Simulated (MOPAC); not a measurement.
MOPAC input (PM3):

```
PM3 FORCE THERMO(298,298) PRECISE LET CHARGE=1 GEO-OK AUX(PRECISION=9) THREADS=1
C2HO2

O    -1.72340982 1    0.01736143 1   -0.05504481 1
C    -0.63763368 1   -0.46816939 1    0.22612128 1
C     0.75480945 1    0.09997063 1   -0.03176256 1
O     1.88186921 1    0.15927565 1   -0.03246280 1
H    -1.88983960 1    0.85611732 1   -0.49511047 1
```

From the output:

```
     H    5   7.049779   1.124786   0.339015   0.077452   7.499307

          HEAT OF FORMATION =     184.177372 KCALS/MOLE

          ZERO POINT ENERGY      16.176 KCAL/MOL

           NORMAL COORDINATE ANALYSIS (Total motion = 1 Angstrom)

   Root No.       1         2         3         4         5         6         7         8

                 1 A'      1 A"      2 A'      3 A'      2 A"      4 A'      5 A'      6 A'

                 249.8     295.3     534.3     675.2     755.5    1003.3    1799.1    2353.3

           1   -0.0111    0.0000   -0.1323    0.0286    0.0000   -0.0666   -0.2587   -0.0090
           2   -0.1309   -0.0000   -0.0735   -0.0367   -0.0000   -0.0809    0.0168   -0.0128
           3    0.0000   -0.1202   -0.0000   -0.0000   -0.0816    0.0000   -0.0000   -0.0000
           4   -0.0202   -0.0000   -0.1293    0.0168   -0.0000   -0.0003    0.3869   -0.0102
           5    0.1825    0.0000   -0.0382    0.3225    0.0000    0.0469   -0.0047    0.0054
           6   -0.0000    0.0283    0.0000   -0.0000    0.0992    0.0000    0.0000   -0.0000
           7   -0.0747   -0.0000    0.1809    0.0871    0.0000    0.0114   -0.0053    0.4644
           8    0.1678    0.0000   -0.0138   -0.2907   -0.0000    0.0014   -0.0015    0.2701
           9   -0.0000    0.3679    0.0000    0.0000   -0.0770   -0.0000    0.0000   -0.0000
          10    0.0958    0.0000    0.1125   -0.0967   -0.0000    0.0171   -0.0068   -0.3348
          11   -0.1144   -0.0000    0.1254    0.0232    0.0000    0.0140   -0.0088   -0.1952
          12    0.0000   -0.1954   -0.0000   -0.0000    0.0194   -0.0000   -0.0000    0.0000
          13   -0.2123   -0.0000   -0.3011   -0.1572   -0.0000    0.6547   -0.3330    0.0444
          14   -0.2808    0.0000   -0.2043   -0.1647    0.0000    0.4850   -0.0522    0.0183
          15    0.0000    0.2883   -0.0000   -0.0000    0.7228   -0.0000    0.0000   -0.0000

   Root No.       9

                 7 A'

                3649.6

           1    0.0356
           2   -0.0455
           3   -0.0000
           4    0.0010
           5   -0.0023
           6    0.0000
           7    0.0004
           8    0.0011
           9   -0.0000
          10   -0.0003
          11   -0.0002
          12   -0.0000
          13   -0.5774
          14    0.7394
          15   -0.0000

           MASS-WEIGHTED COORDINATE ANALYSIS (NORMAL COORDINATES)

   Root No.       1         2         3         4         5         6         7         8

                 1 A'      1 A"      2 A'      3 A'      2 A"      4 A'      5 A'      6 A'

                 249.8     295.3     534.3     675.2     755.5    1003.3    1799.1    2353.3

           1   -0.0355    0.0000   -0.4227    0.0710    0.0000   -0.2840   -0.5984   -0.0149
           2   -0.4182   -0.0000   -0.2347   -0.0909   -0.0000   -0.3447    0.0388   -0.0210
           3    0.0000   -0.3004   -0.0000   -0.0000   -0.3587    0.0000   -0.0000   -0.0000
           4   -0.0560   -0.0000   -0.3579    0.0360   -0.0000   -0.0013    0.7754   -0.0145
           5    0.5052    0.0000   -0.1057    0.6926    0.0000    0.1732   -0.0094    0.0077
           6   -0.0000    0.0613    0.0000   -0.0000    0.3778    0.0000    0.0000   -0.0000
           7   -0.2068   -0.0000    0.5007    0.1870    0.0000    0.0419   -0.0106    0.6639
           8    0.4646    0.0000   -0.0383   -0.6244   -0.0000    0.0053   -0.0031    0.3861
           9   -0.0000    0.7967    0.0000    0.0000   -0.2931   -0.0000    0.0000   -0.0000
          10    0.3060    0.0000    0.3595   -0.2397   -0.0000    0.0729   -0.0157   -0.5523
          11   -0.3655   -0.0000    0.4006    0.0575    0.0000    0.0598   -0.0204   -0.3221
          12    0.0000   -0.4884   -0.0000   -0.0000    0.0852   -0.0000   -0.0000    0.0000
          13   -0.1703   -0.0000   -0.2414   -0.0978   -0.0000    0.7004   -0.1933    0.0184
          14   -0.2251    0.0000   -0.1638   -0.1025    0.0000    0.5189   -0.0303    0.0076
          15    0.0000    0.1809   -0.0000   -0.0000    0.7972   -0.0000    0.0000   -0.0000

   Root No.       9

                 7 A'

                3649.6

           1    0.1470
           2   -0.1877
           3   -0.0000
           4    0.0036
           5   -0.0081
           6    0.0000
           7    0.0014
           8    0.0041
           9   -0.0000
          10   -0.0014
          11   -0.0010
          12   -0.0000
          13   -0.5977
          14    0.7654
          15   -0.0000

          DESCRIPTION OF VIBRATIONS

 VIBRATION          1    1A'         ATOM PAIR     ENERGY CONTRIBUTION    RADIAL
 FREQUENCY           249.79         O 1 -- C 2         +53.2% (183.4%)      0.0%
 TRANSITION DIPOLE   1.3618         C 3 -- O 4         +26.4% (129.1%)      0.1%
 TRAVEL (Ang.)       0.3033         C 2 -- C 3         +12.6% ( 89.4%)     64.9%
 REDUCED MASS        2.9338         O 1 -- H 5          +7.7% ( 69.9%)     99.8%
 EFFECTIVE MASS     29.6107
 FORCE CONSTANT      0.1079

 VIBRATION          2    1A"         ATOM PAIR     ENERGY CONTRIBUTION    RADIAL
 FREQUENCY           295.33         C 3 -- O 4         +50.2% (112.1%)      0.0%
 TRANSITION DIPOLE   1.5356         C 2 -- C 3         +27.8% ( 83.5%)      0.0%
 TRAVEL (Ang.)       0.1970         O 1 -- H 5         +17.2% ( 65.6%)      0.0%
 REDUCED MASS        5.8813         O 1 -- C 2          +4.8% ( 34.8%)      0.0%
 EFFECTIVE MASS     13.3476
 FORCE CONSTANT      0.3022

 VIBRATION          3    2A'         ATOM PAIR     ENERGY CONTRIBUTION    RADIAL
 FREQUENCY           534.26         C 2 -- C 3         +63.8% (175.3%)     46.7%
 TRANSITION DIPOLE   0.5993         O 1 -- H 5         +23.1% (105.5%)      7.5%
 TRAVEL (Ang.)       0.1979         C 3 -- O 4          +6.8% ( 57.2%)      4.4%
 REDUCED MASS        3.2213         O 1 -- C 2          +6.4% ( 55.3%)     20.2%
 EFFECTIVE MASS     15.1889
 FORCE CONSTANT      0.5417

 VIBRATION          4    3A'         ATOM PAIR     ENERGY CONTRIBUTION    RADIAL
 FREQUENCY           675.20         C 2 -- C 3         +61.9% (100.7%)     49.8%
 TRANSITION DIPOLE   1.0078         O 1 -- C 2         +20.0% ( 57.2%)      0.2%
 TRAVEL (Ang.)       0.1412         C 3 -- O 4         +16.0% ( 51.2%)      0.1%
 REDUCED MASS        5.0096         O 1 -- H 5          +2.2% ( 18.8%)     30.2%
 EFFECTIVE MASS     12.3712
 FORCE CONSTANT      1.3456

 VIBRATION          5    2A"         ATOM PAIR     ENERGY CONTRIBUTION    RADIAL
 FREQUENCY           755.48         O 1 -- H 5         +79.3% ( 77.1%)      0.0%
 TRANSITION DIPOLE   1.0272         O 1 -- C 2         +10.2% ( 27.6%)      0.0%
 TRAVEL (Ang.)       0.2979         C 2 -- C 3          +7.9% ( 24.3%)      0.0%
 REDUCED MASS        1.0060         C 3 -- O 4          +2.7% ( 14.2%)      0.0%
 EFFECTIVE MASS      3.9094
 FORCE CONSTANT      0.3383

 VIBRATION          6    4A'         ATOM PAIR     ENERGY CONTRIBUTION    RADIAL
 FREQUENCY          1003.30         O 1 -- H 5         +84.0% ( 96.5%)      0.5%
 TRANSITION DIPOLE   0.9592         O 1 -- C 2         +14.1% ( 39.6%)     23.0%
 TRAVEL (Ang.)       0.2337         C 2 -- C 3          +1.3% ( 11.8%)     36.2%
 REDUCED MASS        1.2306         C 3 -- O 4          +0.6% (  8.0%)     74.4%
 EFFECTIVE MASS      3.8878
 FORCE CONSTANT      0.7298

 VIBRATION          7    5A'         ATOM PAIR     ENERGY CONTRIBUTION    RADIAL
 FREQUENCY          1799.11         O 1 -- C 2         +64.3% ( 98.3%)     99.9%
```

The dipole moment of an ion depends on the origin.
